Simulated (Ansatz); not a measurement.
Stepwise reaction of `N#C[Si](C#N)(C#N)C#N` with hydrogen chloride, as a gas-phase model of exchange steps in deposition or etching. ΔE in kJ/mol; ΔG adds harmonic PBE0-D4 terms to CCSD(T)/CBS, at 1 bar.

Calculated with Ansatz (gas phase, PBE0-D4/def2-TZVP geometries, no zero-point term in ΔE). CCSD(T)/CBS adds triple-zeta CCSD(T) − MP2 to the extrapolated MP2 energy (def2 sets, frozen cores). This one scheme is used for every species. Functionals use def2-TZVPP. B3LYP here is the variant with VWN-RPA as its local correlation; programs differ in this.

```json
{"step": "1", "reaction": "`N#C[Si](C#N)(C#N)C#N` + HCl → `N#C[Si](Cl)(C#N)C#N` + `C#N`", "PBE-D4": "-76.7", "B3LYP-D4": "-77.9", "ωB97M-V": "-81.7", "CCSD(T)/CBS": "-78.1", "ΔG(500 K)": "-77.2"}
{"step": "2", "reaction": "`N#C[Si](Cl)(C#N)C#N` + HCl → `N#C[Si](Cl)(Cl)C#N` + `C#N`", "PBE-D4": "-75.2", "B3LYP-D4": "-75.9", "ωB97M-V": "-79.6", "CCSD(T)/CBS": "-76.5", "ΔG(500 K)": "-71.4"}
{"step": "4", "reaction": "`N#C[Si](Cl)(Cl)Cl` + HCl → `Cl[Si](Cl)(Cl)Cl` + `C#N`", "PBE-D4": "-65.4", "B3LYP-D4": "-66.0", "ωB97M-V": "-69.9", "CCSD(T)/CBS": "-67.4", "ΔG(500 K)": "-55.4"}
```

Question: Give the row of step 3, `N#C[Si](Cl)(Cl)C#N` + HCl → `N#C[Si](Cl)(Cl)Cl` + `C#N`. (Best estimate.)

Answer: Computed: 
```csv
step,reaction,PBE-D4,B3LYP-D4,ωB97M-V,CCSD(T)/CBS,ΔG(500 K)
3,`N#C[Si](Cl)(Cl)C#N` + HCl → `N#C[Si](Cl)(Cl)Cl` + `C#N`,-71.5,-72.0,-75.6,-72.9,-64.7
```

Question: By hand: ΔE of the 4 steps together at CCSD(T)/CBS.

Answer: (-78.1) + (-76.5) + (-72.9) + (-67.4) = -294.9 kJ/mol, or -73.7 kJ/mol a step.

In ΔE step 1 is the lowest and step 4 the highest. All are downhill at CCSD(T)/CBS. ΔG lies between -77.2 and -55.4 kJ/mol a step. PBE-D4 differs from CCSD(T)/CBS by 1.3 to 2.0 kJ/mol a step. Isolated molecules leave out the surface, adducts and barriers. Largest T1 diagnostic: 0.015.
